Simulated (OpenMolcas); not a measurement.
Computed levels of 3s2 3p4 in ions with 16 electrons, in cm-1 above 3P2.

| Item | Value |
| --- | --- |
| Program | OpenMolcas 26.06 |
| Method | XMS-RASPT2, IPEA 0.25 Eh, imaginary shift 0.1 Eh |
| Basis | ANO-RCC-VTZP |
| Scalar Hamiltonian | DKH2, point nucleus |
| Spin-orbit coupling | state interaction with AMFI integrals over the reference wave functions, term energies averaged over their components |

Active space for each ion: 6 electrons in 9 orbitals (RAS2 3s 3p; RAS3 3d, at most 2 electrons); closed shells correlated by CASPT2: 2s 2p.

```csv
Level,S,Ar2+
3P1,357,998
3P0,522,1425
1D2,9680,14570
1S0,22960,34180
```

Estimate 3P0, 1D2, 1S0 for Cl+ from its neighbours S and Ar2+.

3P0 is fine structure, which grows about as the fourth power of a screened charge, so the fourth roots are averaged: ((522^0.25 + 1425^0.25) / 2)^4 = 890. The calculation gives 910, so the estimate is off by -2.2 %; the measured value is 996 (NIST Handbook of Basic Atomic Spectroscopic Data).
1D2 is another term, which grows about linearly with the charge: (9680 + 14570) / 2 = 12125. The calculation gives 12210, so the estimate is off by -0.7 %; the measured value is 11654 (NIST Handbook of Basic Atomic Spectroscopic Data).
1S0 is another term, which grows about linearly with the charge: (22960 + 34180) / 2 = 28570. The calculation gives 28690, so the estimate is off by -0.4 %; the measured value is 27878 (NIST Handbook of Basic Atomic Spectroscopic Data).

Term energies are means over components that CASPT2 splits; among the terms shown or strongly mixed into the levels shown the widest spread is 310 cm-1 (3s2 3p4 1D, S). Active for correlation alone: 3d; no level in the range computed is led by a configuration that fills it, so any true level of that kind is missing (holds for S; Ar2+). The run also gave levels led by 3s2 3p3 3d, which use shells meant for correlation; these and all levels above them are left out (holds for Cl+). Computed and measured levels are paired by configuration, term and J; levels that our copy of the source lacks, or whose pairing is in doubt (as where it misses far off the trend of its configuration), stay unpaired and out of the deviations. Only configurations of the active space appear.
